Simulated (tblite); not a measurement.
C5H9NO.
Atom-mapped SMILES: `[CH2:1]=[CH:2][C@H:3]([CH3:4])[NH:5][CH:6]=[O:7]` (hydrogens: H8, H9 on C1; H10 on C2; H11 on C3; H12, H13, H14 on C4; H15 on N5; H16 on C6)

Computed with GFN2-xTB (tblite), gas phase: Langevin dynamics at 600 K from the optimised GFN2-xTB geometry, time step 0.5 fs, friction 0.01 fs⁻¹, 2000 steps. The instantaneous temperature is 2·E(kin)/(3Nk) with all 3N coordinates.

| t (fs) | T (K) | E(pot) above start (eV) | C1=C2 (Å) | C2–C3 (Å) | C3–C4 (Å) | C3–N5 (Å) | N5–C6 (Å) | C1–H8 (Å) | C1–C2–C3–C4 (°) |
| --- | --- | --- | --- | --- | --- | --- | --- | --- | --- |
| 0 | 488 | 0.000 | 1.319 | 1.503 | 1.529 | 1.455 | 1.343 | 1.077 | -121 |
| 50 | 488 | 0.557 | 1.325 | 1.481 | 1.545 | 1.476 | 1.339 | 1.162 | -137 |
| 100 | 534 | 0.731 | 1.302 | 1.516 | 1.571 | 1.524 | 1.356 | 1.048 | -169 |
| 150 | 441 | 1.173 | 1.367 | 1.511 | 1.572 | 1.461 | 1.356 | 1.158 | -162 |
| 200 | 489 | 1.106 | 1.296 | 1.588 | 1.490 | 1.452 | 1.300 | 1.087 | -166 |
| 250 | 526 | 1.213 | 1.371 | 1.479 | 1.531 | 1.469 | 1.327 | 0.961 | -155 |
| 300 | 680 | 0.984 | 1.295 | 1.483 | 1.468 | 1.478 | 1.326 | 1.182 | -138 |
| 350 | 700 | 0.815 | 1.358 | 1.501 | 1.569 | 1.462 | 1.383 | 1.027 | -112 |
| 400 | 427 | 1.214 | 1.351 | 1.531 | 1.524 | 1.389 | 1.396 | 1.241 | -97 |
| 450 | 500 | 1.204 | 1.291 | 1.527 | 1.549 | 1.406 | 1.392 | 0.983 | -86 |
| 500 | 570 | 1.355 | 1.312 | 1.460 | 1.503 | 1.484 | 1.326 | 1.219 | -102 |
| 550 | 635 | 1.051 | 1.307 | 1.441 | 1.575 | 1.492 | 1.376 | 0.998 | -102 |
| 600 | 571 | 0.923 | 1.340 | 1.475 | 1.553 | 1.430 | 1.347 | 1.102 | -96 |
| 650 | 629 | 1.048 | 1.276 | 1.524 | 1.563 | 1.445 | 1.341 | 1.151 | -115 |
| 700 | 489 | 1.198 | 1.346 | 1.468 | 1.553 | 1.486 | 1.314 | 1.032 | -130 |
| 750 | 505 | 1.043 | 1.263 | 1.533 | 1.614 | 1.472 | 1.343 | 1.065 | -125 |
| 800 | 731 | 0.728 | 1.365 | 1.531 | 1.576 | 1.405 | 1.406 | 1.103 | -125 |
| 850 | 576 | 1.261 | 1.272 | 1.647 | 1.467 | 1.410 | 1.375 | 1.101 | -112 |
| 900 | 601 | 0.784 | 1.366 | 1.498 | 1.578 | 1.443 | 1.328 | 1.045 | -117 |
| 950 | 715 | 0.656 | 1.296 | 1.513 | 1.519 | 1.493 | 1.372 | 1.127 | -141 |
| 1000 | 459 | 0.906 | 1.324 | 1.536 | 1.542 | 1.353 | 1.426 | 1.047 | -141 |

Task: From 500 fs on, how do temperature and potential energy compare with equipartition?

Result: The mean temperature of these 11 frames is 589 K against the target 600 K, and the mean potential energy 1.00 eV against 42 × kT/2 = 1.09 eV for 42 classical harmonic modes. For 16 atoms in a canonical ensemble the temperature itself scatters by T·√(2/(3N)) = 122 K; here its standard deviation is 82 K. The whole run lasts only 10 friction times of 100 fs, so these averages carry a wide statistical error.

Task: What are the kinetic and total energies of the listed frame with the highest potential energy?

Result: The one at 500 fs, 1.355 eV above the start. Its kinetic energy is 3NkT/2 = 1.178 eV at 570 K, so the sum is 2.53 eV; over the listed frames the sum runs from 1.01 to 2.53 eV, since the thermostat adds and removes energy.

Task: How much do the listed bonds fluctuate from 500 fs on?

Result: 
```tsv
bond	at the start (Å)	mean (Å)	standard deviation (Å)
C1=C2	1.319	1.315	0.035
C2–C3	1.503	1.512	0.053
C3–C4	1.529	1.549	0.039
C3–N5	1.455	1.447	0.042
N5–C6	1.343	1.359	0.033
C1–H8	1.077	1.090	0.059
```

The motion is classical and holds no zero-point motion.

What follows is the cost of the whole dynamics run. On x86-64 server, one thread (shared host), this took 17 s wall.
